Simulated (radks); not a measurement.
Ionisation of the nickel ion Ni6+, [Ar] 3d4, to [Ar] 3d3 as the strength of local exchange is varied. Calculated with a radial shooting solver on a logarithmic mesh with Libxc functionals: non-relativistic Kohn-Sham, Slater X-alpha exchange (alpha = 2/3 is LDA exchange), no correlation, spin-unpolarised, spherical densities, point nucleus.

alpha	E(Ni6+) (hartree)	exchange (hartree)	IE (eV)	-e of the level emptied (eV)	<r> of it (bohr)
0.551	-1482.71258	-44.67211	126.06	112.46 (3d)	0.7678
0.655	-1491.16435	-53.35594	130.24	116.48 (3d)	0.7570
0.667	-1492.14213	-54.36305	130.73	116.94 (3d)	0.7557
0.838	-1506.13333	-68.82973	137.78	123.74 (3d)	0.7388
0.843	-1506.54405	-69.25597	137.99	123.94 (3d)	0.7384
0.912	-1512.22148	-75.15689	140.90	126.75 (3d)	0.7319
0.963	-1516.42913	-79.54094	143.07	128.84 (3d)	0.7272

NIST Atomic Spectra Database: 132 +/- 2 eV (theoretical). The Delta-SCF value meets it near alpha = 0.70. Spin polarisation and multiplet splitting are left out, so open shells lie too high by an amount that depends on their filling.

Beside tabulated values, note that spin-unpolarised runs miss the spin-polarisation part of the exchange energy of open shells.
